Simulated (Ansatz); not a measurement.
Ansatz results at the PBE0-D4/def2-TZVP geometry: HOMO energy (ωB97M-V/def2-TZVPP) -10.25 eV; HOMO–LUMO gap (B3LYP/def2-TZVPP) 6.31 eV; LUMO energy (ωB97M-V/def2-TZVPP) 0.95 eV.

Each molecule was computed in one conformer, which needn't be the lowest.

Question: Which molecule gave them?
A. `BCOC`
B. `CBOC`
C. `CBCO`
D. `[AlH2][SiH2][O][AlH][SiH3]`

Answer: C. The others give `[AlH2][SiH2][O][AlH][SiH3]`: -9.17, 5.66, 0.46; `CBOC`: -10.73, 8.16, 2.07; `BCOC`: -9.94, 5.68, 0.56.

B3LYP here is the variant with VWN-RPA as its local correlation; programs differ in this.
